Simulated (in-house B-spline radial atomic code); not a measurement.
PBE excitations of Hf V (Hf4+)

Method: PBE. Computed with an all-electron radial atomic-structure program (B-spline basis): linear response of the closed shell [Xe] 4f14 with the functional's adiabatic kernel; scalar-relativistic (spin-free one-electron X2C), finite nucleus, no spin-orbit coupling, no double excitations, S, P, D and F terms only; shells from n = 3 respond. Only terms of natural parity with L up to 3 were computed.

Spin-orbit coupling is strong here, so these LS terms don't match observed levels.

Command:
```bash
python run_td.py task.json out
```
Settings (radii: box in bohr, nucleus in fm):
```
Z                        72
electrons                68
configuration            [Xe] 4f14
hamiltonian              x2c
method                   pbe,pbe
box_radius               19.1
rms_radius               5.347
intervals                71
```

Cost of the run: 6.9 s on 1 thread of Arm Neoverse N1, with other jobs on the host.

The lowest states, in the order of their Tamm-Dancoff energies; the method's threshold (minus the highest occupied level) is 57.88 eV. Labels give the largest channel, * marks a mixed state, and oscillator strengths are full-response dipole values. Semilocal kernels can invert the small singlet-triplet splittings of Rydberg terms. Energies in eV:

```csv
state,full response,Tamm-Dancoff,oscillator strength
4f → 5d 3P,?,?,-
4f → 5d 3F,18.831,18.851,-
4f → 5d 1F,19.415,19.427,-
4f → 5d 1P,?,?,?
4f → 6s 3F,22.669,22.673,-
4f → 6s 1F,22.813,22.815,-
4f → 6p 3D,30.49,30.49,-
4f → 6p 1D,30.77,30.78,-
5p → 5d 3P,35.38,35.45,-
5p → 5d 3F,35.75,35.82,-
5p → 5d 1F,37.68,37.71,-
```

(1) Where does 4f → 5d 3P lie?

(2) Where does 4f → 5d 1P lie?

(3) How large is the singlet-triplet splitting of 4f → 5d (F terms) in Tamm-Dancoff?

(4) What polarisabilities and dispersion coefficient does the method give?

Results:

(1) At 18.519 eV in full response, 18.559 eV in Tamm-Dancoff.

(2) At 20.828 eV in full response, 21.136 eV in Tamm-Dancoff, oscillator strength 0.182.

(3) 0.576 eV, from the unrounded values.

(4) Dipole 3.272 bohr³, quadrupole 5.242 bohr⁵, C6 14.94 hartree·bohr⁶ for two such species.
